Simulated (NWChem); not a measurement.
C2H3BCl2; SMILES C=CB(Cl)Cl

```xyz
8

B     -0.1084    -0.1118     0.0007
Cl    -0.4711    -1.8285     0.0001
Cl     1.5803     0.3752    -0.0006
C     -1.2549     0.9233     0.0021
C     -1.0493     2.2497    -0.0015
H     -2.2860     0.5508     0.0056
H     -1.8759     2.9678    -0.0010
H     -0.0355     2.6641    -0.0052
```
Atoms are numbered in this order, from 1.

Results from NWChem. Pople sets run with spherical d functions. All runs use the structure optimised with PBE0/def2-SVP. Vzz is the largest principal value of the second derivative of the potential at the nucleus (NWChem prints the opposite sign); η is the asymmetry. Non-relativistic.

```tsv
level	Vzz B1 (a.u.)	η B1	Vzz Cl2 (a.u.)	η Cl2	Vzz Cl3 (a.u.)	η Cl3	relative time
B3LYP/6-31G*	0.309	0.77	2.028	0.62	2.071	0.51	2
B3LYP/def2-SVP	0.313	0.77	1.915	0.65	1.952	0.52	1
PBE/def2-SVP	0.277	0.82	1.865	0.70	1.903	0.56	1
PBE/cc-pVTZ	0.314	0.78	1.862	0.73	1.912	0.59	9
```

Times are rough ratios from one shared machine.
